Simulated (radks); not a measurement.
Coulomb parameter of the 4f shell of neutral cerium in the model configuration [Xe] 4f0.5 5d1.5 6s2, as a second difference U = [E(n + 0.25) + E(n - 0.25) - 2 E(n)] / (0.25)^2 with all orbitals relaxed. "Bare": the charge of the atom changes with n. "Screened": the 5d shell takes up the change at fixed total charge, which measures U(4f,4f) + U(5d,5d) - 2 U(4f,5d). Calculated with a radial shooting solver on a logarithmic mesh with Libxc functionals: scalar-relativistic Kohn-Sham, PBE, spin-unpolarised, spherical densities, finite nucleus; Fermi nuclear charge, rms radius 4.8771 fm.

[
 {"case": "start", "configuration": "[Xe] 4f0.5 5d1.5 6s2", "E - E(n) (eV)": "0.000"},
 {"case": "bare +0.25", "configuration": "[Xe] 4f0.75 5d1.5 6s2", "E - E(n) (eV)": "-1.677"},
 {"case": "bare -0.25", "configuration": "[Xe] 4f0.25 5d1.5 6s2", "E - E(n) (eV)": "2.514"},
 {"case": "screened +0.25", "configuration": "[Xe] 4f0.75 5d1.25 6s2", "E - E(n) (eV)": "-1.037"},
 {"case": "screened -0.25", "configuration": "[Xe] 4f0.25 5d1.75 6s2", "E - E(n) (eV)": "1.352"}
]

U(bare) = 13.392 eV, U(screened by 5d) = 5.039 eV, against the Slater integral F0(4f,4f) = 24.234 eV with frozen orbitals. The step up makes a negative ion, whose loosely bound charge lowers the bare value.
